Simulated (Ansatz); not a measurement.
`[SiH3]C[SiH2][SeH]` + H₂ → `[SiH3][SeH]` + `C[SiH3]` at 298.15 K and 1 bar (hydrogenolysis of the Si–C bond).

Gas-phase electronic energies from Ansatz, PBE0-D4/def2-TZVP geometries. CBS: MP2 limit from def2 TZ/QZ plus the TZ coupled-cluster correction, frozen cores. This one scheme is used for every species. For Se outer-core shells are correlated without core-valence functions, which leaves a few kJ/mol of doubt a bond. Scalar relativity is left out up to krypton. One conformer a species, not always the lowest.

```json
{"species": "`[SiH3]C[SiH2][SeH]`", "CCSD(T)/CBS energy (Eh)": "-3021.76113", "H − E (kJ/mol)": "226.9", "S (J/(mol·K))": "376.8"}
{"species": "H₂", "CCSD(T)/CBS energy (Eh)": "-1.17544", "H − E (kJ/mol)": "35.1", "S (J/(mol·K))": "130.4"}
{"species": "`[SiH3][SeH]`", "CCSD(T)/CBS energy (Eh)": "-2692.20088", "H − E (kJ/mol)": "99.8", "S (J/(mol·K))": "286.6"}
{"species": "`C[SiH3]`", "CCSD(T)/CBS energy (Eh)": "-330.73916", "H − E (kJ/mol)": "173.3", "S (J/(mol·K))": "255.5"}
```

H − E and S are ideal-gas, rigid-rotor, harmonic terms from PBE0-D4/def2-TZVP, for one conformer and one mirror image of each species. The MP2-based limit puts H₂ 0.8 mEh under its directly extrapolated value; such offsets cancel only in part. 1 Eh = 2625.50 kJ/mol, R = 8.31446 J/(mol·K).

Q: By hand: ΔE, ΔH, ΔS and ΔG.

A: ΔE = (-2692.20088) + (-330.73916) − (-3021.76113) − (-1.17544) = -0.00347 Eh = -9.1 kJ/mol. Δ(H − E) = 99.8 + 173.3 − 226.9 − 35.1 = 11.1, so ΔH = 2.0 kJ/mol. ΔS = 286.6 + 255.5 − 376.8 − 130.4 = 34.9 J/(mol·K). ΔG = 2.0 − 298.15 × (34.9)/1000 = -8.4 kJ/mol.

Q: By hand: the equilibrium constant, and the temperature at which ΔG would vanish if ΔH and ΔS stayed fixed.

A: log₁₀ K = −ΔG/(RT ln 10) = 1.5. ΔG = 0 at ΔH/ΔS = 57 K, though so small a ΔH makes that figure unsure.

TΔS isn't small against ΔH here. A doubt of 5 kJ/mol in ΔE shifts log₁₀ K by 0.9 here. Other conformers and mirror images would add mixing entropy, several J/(mol·K) or more a flexible species. Modes under 60 cm⁻¹, often nearly free rotors, make the harmonic entropy too high. These are equilibria of isolated gas molecules and say nothing of rates. Largest T1 diagnostic: 0.010 (customary marks: 0.02 for closed shells, 0.045 for open ones).
